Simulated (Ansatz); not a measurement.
Geometry optimisation, RKS CAM-B3LYP-D4/6-31G* in Ansatz.

input.yaml

```yaml
crystal:
  periodic: [false, false, false]
  atoms:
    - { symbol: C, position_ang: [-1.2121, 1.1728, 0.3187] }
    - { symbol: Si, position_ang: [-0.3393, -0.3166, 0.7868] }
    - { symbol: "N", position_ang: [1.0476, 0.0561, 1.6529] }
    - { symbol: C, position_ang: [0.0338, -1.564, -0.3913] }
    - { symbol: Si, position_ang: [0.7164, -0.8142, -1.7981] }
    - { symbol: H, position_ang: [-0.6281, 1.9352, -0.2471] }
    - { symbol: H, position_ang: [-1.6066, 1.7423, 1.1976] }
    - { symbol: H, position_ang: [-2.0858, 0.9946, -0.3276] }
    - { symbol: H, position_ang: [1.7925, 0.452, 1.0826] }
    - { symbol: H, position_ang: [0.8996, 0.7817, 2.3791] }
    - { symbol: H, position_ang: [-1.35059, -1.30134, 1.07173] }
    - { symbol: H, position_ang: [0.5858, -2.3825, 0.0343] }
    - { symbol: H, position_ang: [1.9613, -0.1061, -1.5233] }
    - { symbol: H, position_ang: [-0.2144, 0.1293, -2.4924] }
basis:
  gaussian: { orbitals: "6-31G*" }
hamiltonian:
  xc: cam_b3lyp
  dispersion: d4
relax:
  f_tol: 0.02
  max_steps: 50
output:
  orbitals: {}
```

Launched with:

```bash
$ ansatz run input.yaml --threads 2 --pin off --max-ram 3072MiB --backend cpu --events-out ev --progress --plain --runs-dir out
```

Problem. Where does it end, and by what steps?

Solution. It converged. After 21 steps the energy has fallen by 3.812 eV; H13 moved furthest, 2.09 Å.

```tsv
step	energy less start (eV)	largest force component (eV/Å)	accepted
0	0.0000	4.144	yes
1	-1.2564	1.915	yes
2	-2.0904	0.988	yes
3	-2.5433	0.806	yes
4	-2.8536	0.650	yes
5	-3.0888	0.441	yes
6	-3.2734	0.436	yes
7	-3.4291	0.498	yes
8	-3.5562	0.448	yes
9	-3.6514	0.409	yes
10	-3.7278	0.308	yes
11	-3.7757	0.207	yes
12	-3.7963	0.269	yes
13	-3.7927	0.241	no
14	-3.8062	0.059	yes
15	-3.8028	0.093	no
16	-3.8081	0.045	yes
17	-3.8100	0.044	yes
18	-3.8107	0.047	yes
19	-3.8113	0.046	yes
20	-3.8115	0.034	yes
21	-3.8117	0.015	yes
```

```xyz
14
Properties=species:S:1:pos:R:3
C -1.258 1.218 0.220
Si -0.315 -0.261 0.903
N 0.800 0.099 2.181
C 0.630 -1.104 -0.445
Si 0.689 -0.660 -2.086
H -0.589 1.958 -0.233
H -1.805 1.721 1.025
H -1.991 0.920 -0.537
H 1.651 0.606 1.977
H 0.454 0.323 3.105
H -1.315 -1.178 1.519
H 1.219 -1.971 -0.146
H 1.478 -1.386 -3.105
H -0.048 0.496 -2.635
```

Whether the end is a true minimum wasn't checked by a vibrational analysis.

Run time: 85 s on 2 threads of Arm Neoverse V2, on a shared host, peak memory 0.28 GiB.
